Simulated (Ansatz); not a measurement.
Reactions of `CC/C=C\CC`.

Calculated with Ansatz (gas phase, PBE0-D4/def2-TZVP geometries, no zero-point term in ΔE). CBS: MP2 limit from def2 TZ/QZ plus the TZ coupled-cluster correction, frozen cores. This one scheme is used for every species. Double bonds are as drawn, so ΔE can hold a change between cis and trans. DFT in def2-TZVPP. B3LYP here is the variant with VWN-RPA as its local correlation; programs differ in this. Each species was taken in one conformer, which may not be the lowest.

| reaction | CCSD(T)/CBS(def2) (kcal/mol) |
| --- | --- |
| `CC/C=C\CC` + `CC[Si]S` → `CC[Si]SC` + `C/C=C\CC` | ? |
| `CC/C=C\CC` + `N=C1O[SiH]1O` → `CO[SiH]1OC1=N` + `C/C=C\CC` | 12.6 |
| `CC/C=C\CC` + `CCCC(C)CC` → `CCCC(CC)CC` + `C/C=C\CC` | 0.8 |
| `CC/C=C\CC` + `NCS[SiH3]` → `CNCS[SiH3]` + `C/C=C\CC` | 3.6 |
| `CC/C=C\CC` → `C/C=C/CCC` | -1.4 |

Problem. Fill in the missing values. (An estimate is asked.)

Solution. Ansatz gave: `CC/C=C\CC` + `CC[Si]S` → `CC[Si]SC` + `C/C=C\CC`: +3.1 kcal/mol.

Largest T1 diagnostic: 0.016, for `N=C1O[SiH]1O`.
